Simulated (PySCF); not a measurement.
Geometry:
```json
{"atom": "Si1", "x (Å)": "3.229", "y (Å)": "-0.418", "z (Å)": "-0.170"}
{"atom": "S2", "x (Å)": "1.664", "y (Å)": "-1.828", "z (Å)": "0.292"}
{"atom": "B3", "x (Å)": "0.148", "y (Å)": "-1.007", "z (Å)": "-0.276"}
{"atom": "C4", "x (Å)": "-1.181", "y (Å)": "-1.847", "z (Å)": "-0.191"}
{"atom": "C5", "x (Å)": "-2.439", "y (Å)": "-0.988", "z (Å)": "-0.032"}
{"atom": "C6", "x (Å)": "-2.445", "y (Å)": "0.212", "z (Å)": "-0.973"}
{"atom": "C7", "x (Å)": "-1.250", "y (Å)": "1.132", "z (Å)": "-0.745"}
{"atom": "C8", "x (Å)": "0.094", "y (Å)": "0.420", "z (Å)": "-0.938"}
{"atom": "H9", "x (Å)": "3.251", "y (Å)": "-0.084", "z (Å)": "-1.624"}
{"atom": "H10", "x (Å)": "3.090", "y (Å)": "0.841", "z (Å)": "0.620"}
{"atom": "H11", "x (Å)": "4.505", "y (Å)": "-1.094", "z (Å)": "0.203"}
{"atom": "H12", "x (Å)": "-1.224", "y (Å)": "-2.370", "z (Å)": "-1.170"}
{"atom": "H13", "x (Å)": "-1.135", "y (Å)": "-2.653", "z (Å)": "0.560"}
{"atom": "H14", "x (Å)": "-3.343", "y (Å)": "-1.598", "z (Å)": "-0.192"}
{"atom": "H15", "x (Å)": "-2.502", "y (Å)": "-0.622", "z (Å)": "1.008"}
{"atom": "H16", "x (Å)": "-2.444", "y (Å)": "-0.141", "z (Å)": "-2.021"}
{"atom": "H17", "x (Å)": "-3.380", "y (Å)": "0.782", "z (Å)": "-0.844"}
{"atom": "H18", "x (Å)": "-1.316", "y (Å)": "2.010", "z (Å)": "-1.409"}
{"atom": "H19", "x (Å)": "-1.303", "y (Å)": "1.528", "z (Å)": "0.285"}
{"atom": "H20", "x (Å)": "0.250", "y (Å)": "0.222", "z (Å)": "-2.020"}
{"atom": "H21", "x (Å)": "0.928", "y (Å)": "1.081", "z (Å)": "-0.648"}
```

One conformer, no relativistic terms, in vacuum, equivalent nuclei averaged. Geometry: PBE0-D3(BJ)/def2-SVP; shieldings: GIAO HF/pcSseg-1; PySCF 2.14.

**Question.** Predict the 2D correlation tables (HSQC, COSY, HMBC).

**Answer.** 

HSQC (one-bond C–H):
```tsv
δH	δC
1.34 (H14/H15/H18/H19)	23.0 (C5/C7)
1.32 (H16/H17)	26.0 (C6)
0.96 (H12/H13/H20/H21)	22.8 (C4/C8)
```

COSY cross peaks (H two or three bonds apart, from the bond graph; peaks can be absent where the dihedral angle is near 90°):
```tsv
δH	δH
1.34 (H14/H15/H18/H19)	1.32 (H16/H17)
1.34 (H14/H15/H18/H19)	0.96 (H12/H13/H20/H21)
```

HMBC (two and three bonds, from the bond graph):
```tsv
δH	δC
1.34 (H14/H15/H18/H19)	26.0 (C6), 23.0 (C5/C7), 22.8 (C4/C8)
1.32 (H16/H17)	23.0 (C5/C7), 22.8 (C4/C8)
0.96 (H12/H13/H20/H21)	26.0 (C6), 23.0 (C5/C7), 22.8 (C4/C8)
```

Chemical shifts δ = σref − σ; TMS for ¹H, ¹³C, all at this level.

Short H···H contacts in this conformer between protons four or more bonds apart (candidates for NOE cross peaks, intensity ∝ r⁻⁶): H10···H21 2.52 Å, H12···H16 2.68 Å, H16···H20 2.72 Å.

A carbon bonded to boron is broadened by the quadrupolar boron nucleus and is often missing from a measured spectrum. Shifts are as computed. Against solution values, carbons near 30 ppm lie about -0 ppm off and those near 130 ppm about +7 ppm. Of 1211 compounds with measured shifts, 218 miss one by over three times the rms of a fit or turn the order of signals round; such compounds aren't used in these exercises.
